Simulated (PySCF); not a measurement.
# XPS shifts beside NMR shieldings

C4H11BO2.
Atom-mapped SMILES: `[CH3:1][O:2][BH:3][CH2:4][CH2:5][O:6][CH3:7]`

Binding energies: PySCF 2.14.0, delta-SCF UKS SCAN, pcX-2 on the ionised atom, pcseg-1 elsewhere, spin-free X2C. Shieldings: GIAO PBE0/pcSseg-1, non-relativistic, same geometry.

| atom | C 1s (eV) |
| --- | --- |
| C1 | 292.57 |
| C4 | 289.88 |
| C5 | 291.67 |
| C7 | 291.93 |

What are the absolute isotropic shieldings of these atoms?

| atom | environment | C 1s (eV) | isotropic shielding (ppm) |
| --- | --- | --- | --- |
| C4 | sp3 carbon bound to boron | 289.88 | 156.9 |
| C5 | sp3 carbon bound to oxygen | 291.67 | 114.1 |
| C7 | methoxy carbon | 291.93 | 125.4 |
| C1 | methoxy carbon | 292.57 | 121.7 |

Among the listed atoms, is the one with the highest binding energy also the least shielded?

No. The highest binding energy is at C1 (292.57 eV, shielding 121.7 ppm), the lowest shielding at C5 (114.1 ppm, 291.67 eV).

By binding energy: C4 < C5 < C7 < C1. By shielding: C5 < C1 < C7 < C4.

Geometry: PBE0-D3(BJ)/def2-SVP, one conformer, isolated molecule.

Conformer computed: `[CH3:1][O:2][BH:3][CH2:4][CH2:5][O:6][CH3:7]`: C1–O2–B3–C4 179°, O2–B3–C4–C5 -1°, B3–C4–C5–O6 -179°, C4–C5–O6–C7 180°.
